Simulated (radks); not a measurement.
Results of a calculation; reference values are marked as such.
Task: All-electron atom: In+ in [Kr] 4d10 5s2 (the NIST ground configuration). Code: a radial shooting solver on a logarithmic mesh with Libxc functionals. Model: scalar-relativistic Kohn-Sham, r2SCAN, spin-polarised, spherical densities, finite nucleus; meta-GGA in the generalised Kohn-Sham scheme; Fermi nuclear charge, rms radius 4.6156 fm. Some entries of the table are withheld. Estimate them.

| orbital | occ. | eigenvalue (Ry) | <r^2> (bohr^2) |
|---|---|---|---|
| 1s | 2 | -2044.256 | 0.001195 |
| 2s | 2 | (1) | 0.01946 |
| 2p | 6 | -275.9826 | 0.01537 |
| 3s | 2 | -59.28067 | 0.1383 |
| 3p | 6 | -48.82785 | 0.1394 |
| 3d | 10 | -32.63483 | 0.1250 |
| 4s | 2 | -9.58850 | 0.8186 |
| 4p | 6 | -6.46509 | 0.9758 |
| 4d | 10 | (2) | 1.657 |
| 5s | 2 | -1.11111 | 6.981 |

Result: 
(1) 2s eigenvalue (Ry): -307.6622
(2) 4d eigenvalue (Ry): -1.96334
